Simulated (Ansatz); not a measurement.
`C#[C][Hf]([Cl])([Cl])[Cl]` and `[Cl][Hf]([Cl])([Cl])[Br]` differ in one atom or group.

Ansatz, PBE0-D4/def2-TZVP geometries, multiplicity 1. 

Elements past krypton have def2 core potentials. Scalar relativity is left out up to krypton.

```csv
property,`C#[C][Hf]([Cl])([Cl])[Cl]`
LUMO energy (ωB97M-V/def2-TZVPP) / eV,-0.34
size of the dipole moment (ωB97M-V/def2-TZVPP) / D,1.50
LUMO energy (B3LYP/def2-TZVPP) / eV,-2.56
HOMO energy (ωB97M-V/def2-TZVPP) / eV,-10.98
HOMO energy (B3LYP/def2-TZVPP) / eV,-8.50
HOMO energy (PBE/def2-TZVPP) / eV,-7.56
```

Task: Give the same properties after the change, and the shifts. (An estimate is asked.)

Result: Computed: 
```
                                          property  `[Cl][Hf]([Cl])([Cl])[Br]`  shift
             LUMO energy (ωB97M-V/def2-TZVPP) / eV                       -0.09   0.25
size of the dipole moment (ωB97M-V/def2-TZVPP) / D                        0.00  -1.50
               LUMO energy (B3LYP/def2-TZVPP) / eV                       -2.36   0.20
             HOMO energy (ωB97M-V/def2-TZVPP) / eV                      -11.39  -0.41
               HOMO energy (B3LYP/def2-TZVPP) / eV                       -8.93  -0.43
                 HOMO energy (PBE/def2-TZVPP) / eV                       -7.92  -0.36
```

With PBE0 the HOMO falls by 0.45 eV and the LUMO rises by 0.19 eV, so the gap widens by about 0.64 eV. PBE moves the HOMO by -0.36 eV and ωB97M-V by -0.41 eV. The zero-point energy changes by -45.4 kJ/mol with -6 modes.

B3LYP here is the variant with VWN-RPA as its local correlation; programs differ in this.

Spin–orbit coupling is left out; it splits and shifts lone-pair levels of the heavy atoms by tenths of an eV.
